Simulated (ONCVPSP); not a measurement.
u(r) = r·R(r): atom against pseudo-atom (Si (Z = 14))

Columns: radius, all-electron u(r) and pseudo u(r) of the 2p shell (level -105.08 eV) of silicon in the configuration [He] 2s2 2p6 3s2 3p1; PBE, scalar-relativistic, ONCV scheme, ONCVPSP 4.0.1.

```json
{"r (bohr)": "0.055", "all-electron": "0.1818", "pseudo": "0.0542"}
{"r (bohr)": "0.110", "all-electron": "0.5070", "pseudo": "0.2060"}
{"r (bohr)": "0.165", "all-electron": "0.8135", "pseudo": "0.4307"}
{"r (bohr)": "0.220", "all-electron": "1.0476", "pseudo": "0.6918"}
{"r (bohr)": "0.275", "all-electron": "1.2020", "pseudo": "0.9493"}
{"r (bohr)": "0.330", "all-electron": "1.2850", "pseudo": "1.1681"}
{"r (bohr)": "0.385", "all-electron": "1.3108", "pseudo": "1.3233"}
{"r (bohr)": "0.440", "all-electron": "1.2941", "pseudo": "1.4035"}
{"r (bohr)": "0.495", "all-electron": "1.2474", "pseudo": "1.4106"}
{"r (bohr)": "0.550", "all-electron": "1.1811", "pseudo": "1.3568"}
{"r (bohr)": "0.605", "all-electron": "1.1031", "pseudo": "1.2613"}
{"r (bohr)": "0.660", "all-electron": "1.0192", "pseudo": "1.1431"}
{"r (bohr)": "0.715", "all-electron": "0.9334", "pseudo": "1.0189"}
{"r (bohr)": "0.770", "all-electron": "0.8488", "pseudo": "0.9004"}
{"r (bohr)": "0.825", "all-electron": "0.7673", "pseudo": "0.7941"}
{"r (bohr)": "0.880", "all-electron": "0.6902", "pseudo": "0.7017"}
{"r (bohr)": "0.935", "all-electron": "0.6183", "pseudo": "0.6219"}
{"r (bohr)": "0.990", "all-electron": "0.5519", "pseudo": "0.5525"}
{"r (bohr)": "1.045", "all-electron": "0.4910", "pseudo": "0.4910"}
{"r (bohr)": "1.100", "all-electron": "0.4357", "pseudo": "0.4357"}
{"r (bohr)": "1.155", "all-electron": "0.3858", "pseudo": "0.3857"}
{"r (bohr)": "1.210", "all-electron": "0.3408", "pseudo": "0.3408"}
{"r (bohr)": "1.265", "all-electron": "0.3006", "pseudo": "0.3006"}
{"r (bohr)": "1.320", "all-electron": "0.2649", "pseudo": "0.2648"}
{"r (bohr)": "1.375", "all-electron": "0.2330", "pseudo": "0.2330"}
{"r (bohr)": "1.430", "all-electron": "0.2049", "pseudo": "0.2048"}
```

Q: How many radial nodes do the two functions have?

A: The all-electron 2p function has n − l − 1 = 0; the pseudo-wave has 0.

Q: At about which radius was the pseudo-wave matched?

A: 1.10 bohr. The columns agree to 0.0005 from 1.04 bohr on; several derivatives are matched, so the curves merge somewhat inside the radius.

Q: Where does each function peak?

A: Outermost all-electron maximum near 0.39 bohr, pseudo maximum near 0.49 bohr (to the table’s step).

Q: Is the pseudo-wave norm-conserving?

A: Yes: the ONCV scheme keeps the norm inside the radius equal to the all-electron one, which fixes the energy derivative of the logarithmic derivative at the level.
